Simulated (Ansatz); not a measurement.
Relaxation of AsBFH5Si (9 atoms, charge 0, multiplicity 1), to a largest force component of 0.02 eV/Å in at most 50 steps.

These are results of RKS BHLYP/def2-SVP in Ansatz 0.2.0, not measurements.

```xyz
9
Properties=species:S:1:pos:R:3
B -0.713 1.025 0.666
Si 0.735 0.367 -0.356
F 2.130 0.610 0.502
As 0.503 -1.890 -0.728
H -1.431 1.919 0.179
H -1.009 0.646 1.721
H 0.337 0.527 0.528
H -1.017 -1.667 -1.170
H 0.036 -2.129 0.810
```

Question: Where does it end, and by what steps?

Answer: The forces met the threshold. After 38 steps the energy has fallen by 9.775 eV; As4 moved furthest, 1.18 Å. The start is strongly strained (largest force component 30 eV/Å), so its close contacts needn't be bonds. Parted: B1–Si2 (1.89 → 2.60 Å). Joined: B1–As4 (3.45 → 2.05 Å).

| step | energy less start (eV) | largest force component (eV/Å) | accepted |
| --- | --- | --- | --- |
| 0 | 0.0000 | 30.301 | yes |
| 2 | -7.3754 | 4.098 | yes |
| 4 | -8.4301 | 1.168 | yes |
| 6 | -8.6752 | 0.654 | yes |
| 8 | -8.8134 | 0.605 | yes |
| 10 | -8.8403 | 0.174 | yes |
| 12 | -8.8454 | 0.063 | yes |
| 14 | -8.8528 | 0.157 | yes |
| 16 | -8.8558 | 0.382 | yes |
| 18 | -8.8643 | 0.147 | yes |
| 20 | -8.8734 | 0.267 | yes |
| 22 | -8.9191 | 0.335 | yes |
| 24 | -9.0675 | 0.699 | yes |
| 26 | -9.3667 | 0.778 | yes |
| 28 | -9.5259 | 0.727 | yes |
| 30 | -9.6293 | 0.253 | yes |
| 32 | -9.7159 | 0.500 | yes |
| 34 | -9.7663 | 0.169 | yes |
| 36 | -9.7741 | 0.043 | yes |
| 38 | -9.7753 | 0.008 | yes |

```xyz
9
Properties=species:S:1:pos:R:3
B -0.756 0.652 0.649
Si 1.522 0.537 -0.598
F 2.334 0.083 0.748
As -0.250 -1.125 -0.233
H -1.660 1.195 0.074
H -0.724 0.595 1.845
H 0.285 1.376 0.307
H -1.142 -1.621 -1.314
H -0.039 -2.282 0.675
```

Whether the end is a true minimum wasn't checked by a vibrational analysis.

Time of the run: 91 s on 2 threads of Intel(R) Xeon(R) Platinum 8488C (Sapphire Rapids), with other jobs on the host, peak memory 0.26 GiB.
